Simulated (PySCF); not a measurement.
I2, SMILES II (connectivity only; charge and spin as stated), charge -1, multiplicity 2. The structure is a stationary point at PBE0-D3(BJ)/def2-TZVPD. The def2 effective core potentials stand for the cores of I; spin–orbit coupling is left out.

Method: PBE0-D3(BJ)/def2-TZVPD (PySCF).

Harmonic wavenumbers (cm⁻¹): 103. Rotational constants (GHz): 0.7650 (linear); symmetry number 2.

Problem. Work out the zero-point energy and the ideal-gas rigid-rotor harmonic-oscillator thermochemistry at 298.15 K and 1 atm.

Solution. ZPE = ½ Σ hcν = ½ × 103 cm⁻¹ = 0.15 kcal/mol. H − E(el) = 2.68 kcal/mol. Entropy in cal/(mol K): translation 42.49, rotation 18.50, vibration 3.40, spin 1.38, total 65.77. G − E(el) = -16.93 kcal/mol. Cp = 8.90 cal/(mol K). Modes under 150 cm⁻¹ make the vibrational entropy uncertain.
